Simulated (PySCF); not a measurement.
BLYP on Be (beryllium, neutral), [He] 2s1 3d1, high-spin 3D determinant (an excited configuration). Calculation: PySCF 2.14, in dyall-acv3z; the spin-free X2C one-electron Hamiltonian (Gaussian nucleus).

```
cycle= 1 E= -14.3741272577993  delta_E= -0.00252  |g|= 0.00629  |ddm|= 0.105
cycle= 2 E= -14.3741333353897  delta_E= -6.08e-06  |g|= 0.00105  |ddm|= 0.0083
cycle= 3 E= -14.3741334803398  delta_E= -1.45e-07  |g|= 5.16e-05  |ddm|= 0.00083
cycle= 4 E= -14.3741334856955  delta_E= -5.36e-09  |g|= 7.9e-06  |ddm|= 0.000336
cycle= 5 E= -14.3741334857825  delta_E= -8.69e-11  |g|= 7.36e-07  |ddm|= 4.83e-05
converged SCF energy = -14.3741334857825  <S^2> = 2.0000039  2S+1 = 3.0000026
```

Highest occupied orbital energy: 0.630 eV; ⟨L²⟩ = 6.00; populations by l: s 3.00, p 0.00, d 1.00, f 0.00.

**Question.** Can this result be used?

**Answer.** Not for this state. Self-consistency was reached. The outer electron is Rydberg-like, and this basis confines it to a smaller radius and binds it less than a complete one would. At BLYP the highest occupied level has a positive energy, so only the finite basis holds that electron; for this excited configuration the basis is too tight for the outer shell.
